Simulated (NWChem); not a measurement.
System meant: C4H5O3, doublet; SMILES O1C[C](OC1=O)C

Input file for NWChem:

```
start job
memory heap 200 mb stack 900 mb global 1100 mb
geometry units angstroms noautoz
  C      0.584360     2.364584    -0.108962
  C      0.090995     1.019987     0.237340
  C     -1.298321     0.495710     0.074624
  O     -1.101648    -0.906429     0.036229
  C      0.208262    -1.197575    -0.035376
  O      0.673897    -2.281885    -0.128937
  O      0.930519    -0.044074     0.018769
  H      1.580783     2.538185     0.323723
  H     -0.098501     3.134667     0.278456
  H      0.669381     2.507849    -1.205309
  H     -1.975258     0.751975     0.907288
  H     -1.784095     0.822499    -0.868594
end
basis spherical
  * library def2-svp
end
dft
  odft
  mult 3
  xc pbe0
  iterations 150
  mulliken
end
task dft energy
```

End of the output:

```
 Summary of "ao basis" -> "" (spherical)
 ------------------------------------------------------------------------------
       Tag                 Description            Shells   Functions and Types
 ---------------- ------------------------------  ------  ---------------------
 *                          def2-svp                  on all atoms

                                 NWChem DFT Module
                                 -----------------

 Summary of "ao basis" -> "ao basis" (spherical)
 ------------------------------------------------------------------------------
       Tag                 Description            Shells   Functions and Types
 ---------------- ------------------------------  ------  ---------------------
 C                          def2-svp                 6       14   3s2p1d
 O                          def2-svp                 6       14   3s2p1d
 H                          def2-svp                 3        5   2s1p

 Summary of "ao basis" -> "ao basis" (spherical)
 ------------------------------------------------------------------------------
       Tag                 Description            Shells   Functions and Types
 ---------------- ------------------------------  ------  ---------------------
 C                          def2-svp                 6       14   3s2p1d
 O                          def2-svp                 6       14   3s2p1d
 H                          def2-svp                 3        5   2s1p

  number of electrons :                   53
  multiplicity        :                    3
 ------------------------------------------------------------------------
  no. of electrons and multiplicity not compatible                  53
 ------------------------------------------------------------------------
 ------------------------------------------------------------------------
  current input line :
    27: task dft energy
 ------------------------------------------------------------------------
 ------------------------------------------------------------------------
 There is an error in the input file
 ------------------------------------------------------------------------
 For more information see the NWChem manual at https://nwchemgit.github.io

0: no. of electrons and multiplicity not compatible:Received an Error in Communication
```

Find the fault in this run and fix the input.

The input was rejected before any calculation. Cause: the multiplicity doesn't fit the number of electrons (an even count wants an odd multiplicity, and the reverse). This input runs:
```
start job
memory heap 200 mb stack 900 mb global 1100 mb
geometry units angstroms noautoz
  C      0.584360     2.364584    -0.108962
  C      0.090995     1.019987     0.237340
  C     -1.298321     0.495710     0.074624
  O     -1.101648    -0.906429     0.036229
  C      0.208262    -1.197575    -0.035376
  O      0.673897    -2.281885    -0.128937
  O      0.930519    -0.044074     0.018769
  H      1.580783     2.538185     0.323723
  H     -0.098501     3.134667     0.278456
  H      0.669381     2.507849    -1.205309
  H     -1.975258     0.751975     0.907288
  H     -1.784095     0.822499    -0.868594
end
basis spherical
  * library def2-svp
end
dft
  odft
  mult 2
  xc pbe0
  iterations 150
  mulliken
end
task dft energy
```
It converges to -380.36982 Ha (PBE0/def2-SVP, spin-unrestricted).
